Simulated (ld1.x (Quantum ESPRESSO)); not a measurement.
## An odd input for ld1.x (Quantum ESPRESSO) 7.5 (Lu (Z = 71))

Command:

```bash
ld1.x < Lu.in > Lu.out
```

Input:

```
&input
   title='Lu', zed=71., rel=1, dft='PBESOL', iswitch=3,
   config='[Xe] 4f14 5d1 6s2 6p0',
   nld=4, rlderiv=3.70, eminld=-6.0, emaxld=5.0, deld=0.02
 /
 &inputp
   pseudotype=2, tm=.true., lloc=0,
   nlcc=.true.,
   file_pseudopw='Lu.UPF', file_wfcaegen='ae.wfc', file_wfcncgen='nc.wfc', file_beta='beta', file_chi='chi'
 /
4
5P  2  1   7.00   0.00  2.20  2.20  0.0
5D  3  2   1.00   0.00  3.40  3.40  0.0
4F  4  3  14.00   0.00  0.90  0.90  0.0
5S  1  0   2.00   0.00  1.05  1.05  0.0
 &test
   configts(1)='4f14 5s2 5p6 5d1 6s2 6p0'
 /
```

Output:

```
Program LD1 v.7.5

 %%%%%%%%%%%%%%%%%%%%%%%%%%%%%%%%%%%%%%%%%%%%%%%%%%%%%%%%%%%%%%%%%%%%%%%%%%%%%%
     Error in routine read_psconfig (1):
     occupations (l) wrong
 %%%%%%%%%%%%%%%%%%%%%%%%%%%%%%%%%%%%%%%%%%%%%%%%%%%%%%%%%%%%%%%%%%%%%%%%%%%%%%

     stopping ...
```

Question: This input was made by a single change from one that runs to its end. What was changed?

Answer: The change: occupation of 5P in the list raised by one against config. The program refuses the input: "read_psconfig: occupations (l) wrong".
